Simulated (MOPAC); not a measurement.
MOPAC input (PM6):

```
PM6 1SCF CHARGE=-1 GEO-OK AUX(PRECISION=9) THREADS=1
CH4BS2

C    -1.59705400 1   -0.96444600 1    0.27041500 1
B    -0.32567700 1   -0.02642900 1    0.02668100 1
S    -0.32686600 1    1.68616500 1   -0.25957100 1
S     1.32942000 1   -0.95249700 1    0.06837700 1
H    -1.65939200 1   -1.75763400 1   -0.48525700 1
H    -2.52267800 1   -0.38657300 1    0.23707100 1
H    -1.54122700 1   -1.46860900 1    1.24344000 1
H     0.89313600 1   -2.20705000 1    0.30795200 1
```

Output:

```
 *******************************************************************************
 **                                                                           **
 **                              MOPAC v23.2.5                                **
 **                                                                           **
 *******************************************************************************
 ** MOPAC's Digital Object Identifier: https://doi.org/10.5281/zenodo.6511958 **
 **                                                                           **
 ** Please cite the open-source release paper for use of this MOPAC version:  **
 ** J. E. Moussa and J. J. P. Stewart (2026)                                  **
 ** MOPAC: An open-source semiempirical molecular orbital program             **
 ** J. Open Source Softw., 11(119), 8025, https://doi.org/10.21105/joss.08025 **
 *******************************************************************************

                              PM6 CALCULATION RESULTS

 *******************************************************************************
 *  PM6        - The PM6 Hamiltonian to be used
 *  GEO-OK     - OVERRIDE INTERATOMIC DISTANCE AND OTHER SAFETY CHECKS
 *
 *
 *
 *                 CHARGE ON SYSTEM = -1
 *
 *
 *
 *  1SCF       - DO 1 SCF AND THEN STOP
 *  AUX        - OUTPUT AUXILIARY INFORMATION
 *******************************************************************************
PM6 1SCF CHARGE=-1 GEO-OK AUX(PRECISION=9) THREADS=1
 CH4BS2

   ATOM   CHEMICAL          X               Y               Z
  NUMBER   SYMBOL      (ANGSTROMS)     (ANGSTROMS)     (ANGSTROMS)

     1       C         -1.59705400  *  -0.96444600  *   0.27041500  *
     2       B         -0.32567700  *  -0.02642900  *   0.02668100  *
     3       S         -0.32686600  *   1.68616500  *  -0.25957100  *
     4       S          1.32942000  *  -0.95249700  *   0.06837700  *
     5       H         -1.65939200  *  -1.75763400  *  -0.48525700  *
     6       H         -2.52267800  *  -0.38657300  *   0.23707100  *
     7       H         -1.54122700  *  -1.46860900  *   1.24344000  *
     8       H          0.89313600  *  -2.20705000  *   0.30795200  *

          CARTESIAN COORDINATES

    NO.       ATOM           X           Y           Z

     1         C         -1.5971     -0.9644      0.2704
     2         B         -0.3257     -0.0264      0.0267
     3         S         -0.3269      1.6862     -0.2596
     4         S          1.3294     -0.9525      0.0684
     5         H         -1.6594     -1.7576     -0.4853
     6         H         -2.5227     -0.3866      0.2371
     7         H         -1.5412     -1.4686      1.2434
     8         H          0.8931     -2.2071      0.3080

 General Reference for PM6:
 "Optimization of Parameters for Semiempirical Methods V: Modification of NDDO Approximations
 and Application to 70 Elements", J. J. P. Stewart, J. Mol. Mod., 13, 1173-1213 (2007)
 URL: https://link.springer.com/article/10.1007/s00894-007-0233-4

           Empirical Formula: C H4 B S2  =     8 atoms

      MOLECULAR POINT GROUP   :   Cs

      RHF CALCULATION, NO. OF DOUBLY OCCUPIED LEVELS = 12

 -------------------------------------------------------------------------------
 PM6 1SCF CHARGE=-1 GEO-OK AUX(PRECISION=9) THREADS=1
 CH4BS2

     1SCF WAS SPECIFIED, SO BFGS WAS NOT USED
     SCF FIELD WAS ACHIEVED

                              PM6 CALCULATION
                                                       MOPAC v23.2.5 Linux

          FINAL HEAT OF FORMATION =        -73.45307 KCAL/MOL =    -307.32766 KJ/MOL

          COSMO AREA              =        125.21 SQUARE ANGSTROMS
          COSMO VOLUME            =        114.91 CUBIC ANGSTROMS

          IONIZATION POTENTIAL    =          3.420049 EV
          HOMO LUMO ENERGIES (EV) =         -3.420  4.767
          NO. OF FILLED LEVELS    =         12
          MOLECULAR WEIGHT        =         90.9726         POINT GROUP:  Cs

          MOLECULAR DIMENSIONS (Angstroms)

            Atom       Atom       Distance
            H     8    S     3     4.11918
            H     6    S     4     3.52938
            H     7    H     5     1.75667

          SCF CALCULATIONS        =          1

   ATOM   CHEMICAL          X               Y               Z
  NUMBER   SYMBOL      (ANGSTROMS)     (ANGSTROMS)     (ANGSTROMS)

     1       C         -1.59705400  *  -0.96444600  *   0.27041500  *
     2       B         -0.32567700  *  -0.02642900  *   0.02668100  *
     3       S         -0.32686600  *   1.68616500  *  -0.25957100  *
     4       S          1.32942000  *  -0.95249700  *   0.06837700  *
     5       H         -1.65939200  *  -1.75763400  *  -0.48525700  *
     6       H         -2.52267800  *  -0.38657300  *   0.23707100  *
     7       H         -1.54122700  *  -1.46860900  *   1.24344000  *
     8       H          0.89313600  *  -2.20705000  *   0.30795200  *

                             CARTESIAN COORDINATES

   1    C       -1.597054000    -0.964446000     0.270415000
   2    B       -0.325677000    -0.026429000     0.026681000
   3    S       -0.326866000     1.686165000    -0.259571000
   4    S        1.329420000    -0.952497000     0.068377000
   5    H       -1.659392000    -1.757634000    -0.485257000
   6    H       -2.522678000    -0.386573000     0.237071000
   7    H       -1.541227000    -1.468609000     1.243440000
   8    H        0.893136000    -2.207050000     0.307952000

           Empirical Formula: C H4 B S2  =     8 atoms

      MOLECULAR POINT GROUP   :   Cs

                  EIGENVALUES
 -25.34707 -23.42268 -20.54580 -10.47497  -9.95398  -9.90479  -8.94337  -6.18828
  -5.65151  -5.24746  -3.86425  -3.42005   4.76740   5.11542   5.47141   6.30283
   6.88566   7.00112   7.11369   7.28762   7.63539   8.02749   8.08280   8.08466
   8.11398   8.57698   9.00684   9.60987   9.85704  10.80223

              NET ATOMIC CHARGES AND DIPOLE CONTRIBUTIONS

  ATOM NO.   TYPE          CHARGE      No. of ELECS.   s-Pop       p-Pop       d-Pop
    1          C          -0.561467        4.5615     1.09614     3.46532
    2          B           0.343243        2.6568     1.03237     1.62439
    3          S          -0.824233        6.8242     1.96093     4.81456     0.04874
    4          S          -0.541967        6.5420     1.92447     4.50882     0.10868
    5          H           0.132578        0.8674     0.86742
    6          H           0.152094        0.8479     0.84791
    7          H           0.132578        0.8674     0.86742
    8          H           0.167175        0.8328     0.83283
 DIPOLE           X         Y         Z       TOTAL
 POINT-CHG.    -1.319    -5.442     1.000     5.688
 HYBRID        -0.065     0.418    -0.065     0.428
 SUM           -1.384    -5.025     0.935     5.295

          ATOMIC ORBITAL ELECTRON POPULATIONS

     Atom    s        px        py        pz      x^2-y^2     xz        z^2       yz        xy
    1  C   1.09614   1.17673   1.15172   1.13688
    2  B   1.03237   0.59889   0.66692   0.35858
    3  S   1.96093   1.93584   1.16386   1.71487   0.02715   0.00015   0.00785   0.01059   0.00300
    4  S   1.92447   1.48053   1.11779   1.91050   0.04964   0.00194   0.02133   0.01190   0.02386
    5  H   0.86742
    6  H   0.84791
    7  H   0.86742
    8  H   0.83283

 **********************
 *                    *
 * JOB ENDED NORMALLY *
 *                    *
 **********************

 == MOPAC DONE ==
```

The dipole moment of an ion depends on the origin.

The geometry given is a B3LYP-D3(BJ)/def2-TZVP minimum.
